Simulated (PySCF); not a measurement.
## Electron correlation in Au²⁺ (gold, charge +2)

[Xe] 4f14 5d8 6s1, high-spin 4F determinant (an excited configuration). Calculation: PySCF 2.14, in ANO-RCC-VTZP (8s7p5d3f1g, 84 functions); scalar relativity by spin-free X2C-1e. Frozen: [Xe] 4f14; 9 electrons correlated.

```tsv
level	correlation energy (mhartree)
CCSD	-220.69
(T)	-6.01
CCSD(T)	-226.70
```

Diagnostics: T1 = 0.0053, D1 = 0.0167, largest double amplitude 0.016.

Q: Is a single reference adequate?

A: Yes, within this model without spin-orbit coupling: T1 lies below 0.03 and no double amplitude reaches 0.07.
